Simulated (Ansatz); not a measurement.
Two isomers of CH6FGeN: A = `N[CH](F)[GeH3]`, B = `[CH3][GeH]([NH2])[F]`.

Gas-phase electronic energies from Ansatz, PBE0-D4/def2-TZVP geometries. CBS: MP2 limit from def2 TZ/QZ plus the TZ coupled-cluster correction, frozen cores. DFT in def2-TZVPP. B3LYP here is the variant with VWN-RPA as its local correlation; programs differ in this. For Ge outer-core shells are correlated without core-valence functions, which leaves a few kJ/mol of doubt a bond. Scalar relativity is left out up to krypton. Each species was taken in one conformer, which may not be the lowest.

Problem. Which isomer does CCSD(T)/CBS put lower? Give the gap. (Best estimate.)

Solution. The calculation gave: B, by 57.3 kcal/mol.

Problem. Give E(B) − E(A) in kcal/mol with B3LYP, CCSD/def2-TZVPP, PBE-D4, PBE0-D4, MP2/def2-TZVPP, HF/def2-TZVPP, CCSD(T)/def2-TZVPP. (An estimate is asked.)

Solution. Computed: B3LYP -53.9, CCSD/def2-TZVPP -57.4, PBE-D4 -50.9, PBE0-D4 -53.1, MP2/def2-TZVPP -60.4, HF/def2-TZVPP -58.5, CCSD(T)/def2-TZVPP -57.0. None reverses the order clearly.

Largest T1 diagnostic: 0.012.

From PBE to PBE0 (25 % exact exchange), in def2-TZVPP and without D4, E(B) − E(A) moves by −2.2 kcal/mol.
